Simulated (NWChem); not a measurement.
Species: C$_{2}$H$_{6}$ClSi, doublet; SMILES Cl[Si](C)C

```xyz
10

C     -0.2388     1.1800    -1.5579
Si     0.4576     0.3930     0.0000
C     -0.2388     1.1800     1.5579
Cl    -0.0721    -1.6308     0.0000
H      0.1638     0.6982    -2.4610
H      0.0163     2.2510    -1.5918
H     -1.3374     1.0813    -1.5743
H     -1.3374     1.0813     1.5743
H      0.1638     0.6982     2.4610
H      0.0163     2.2510     1.5918
```
Atoms are numbered in this order, from 1.

Results from NWChem. Pople sets run with spherical d functions. Spin-unrestricted. In the optimisation the excess spin sits in a' (Cs, its own frame). Structure relaxed at the PBE0/def2-SVP, spin-unrestricted level. No stability test was run on the SCF state.

Task: Predict the results for OLYP/6-31G*. Quantities: highest occupied level (eV); lowest empty minus highest occupied level, either spin (eV); dipole (D); <S²>.

Result: 
- highest occupied level (eV) = -4.44
- lowest empty minus highest occupied level, either spin (eV) = 1.75
- dipole (D) = 2.48
- <S²> = 0.752
